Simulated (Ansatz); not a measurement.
`N[Si](F)(Cl)Br` → `ClBr` + `N[Si]F` at 500 K and 1 bar (silylene formation by 1,1-elimination).

Computed with Ansatz on PBE0-D4/def2-TZVP structures; ΔE is electronic, products minus reactants. CCSD(T)/CBS is the MP2 limit (def2-TZVPP, def2-QZVPP) plus CCSD(T) − MP2 in def2-TZVPP, frozen cores. This one scheme is used for every species. For Br outer-core shells are correlated without core-valence functions, which leaves a few kJ/mol of doubt a bond. Scalar relativity is left out up to krypton. Each species was taken in one conformer, which may not be the lowest.

```
         species  CCSD(T)/CBS energy (Eh)  H − E (kJ/mol)  S (J/(mol·K))
`N[Si](F)(Cl)Br`              -3478.08790           128.8          419.9
          `ClBr`              -3033.06727            19.3          258.1
        `N[Si]F`               -444.84306           101.5          304.4
```

H − E and S are ideal-gas, rigid-rotor, harmonic terms from PBE0-D4/def2-TZVP, for one conformer and one mirror image of each species. 1 Eh = 2625.50 kJ/mol, R = 8.31446 J/(mol·K).

Problem. By hand: ΔE, ΔH, ΔS and ΔG.

Solution. ΔE = (-3033.06727) + (-444.84306) − (-3478.08790) = 0.17757 Eh = 466.2 kJ/mol. Δ(H − E) = 19.3 + 101.5 − 128.8 = -8.0, so ΔH = 458.2 kJ/mol. ΔS = 258.1 + 304.4 − 419.9 = 142.6 J/(mol·K). ΔG = 458.2 − 500 × (142.6)/1000 = 386.9 kJ/mol.

Problem. By hand: the equilibrium constant, and the temperature at which ΔG would vanish if ΔH and ΔS stayed fixed.

Solution. log₁₀ K = −ΔG/(RT ln 10) = -40.4. ΔG = 0 at ΔH/ΔS = 3213 K, far beyond where these terms or the molecules hold.

The number of gas molecules changes by +1, which sets the sign of ΔS. A doubt of 5 kJ/mol in ΔE shifts log₁₀ K by 0.5 here. Other conformers and mirror images would add mixing entropy, several J/(mol·K) or more a flexible species. These are equilibria of isolated gas molecules and say nothing of rates. Largest T1 diagnostic: 0.014 (customary marks: 0.02 for closed shells, 0.045 for open ones).
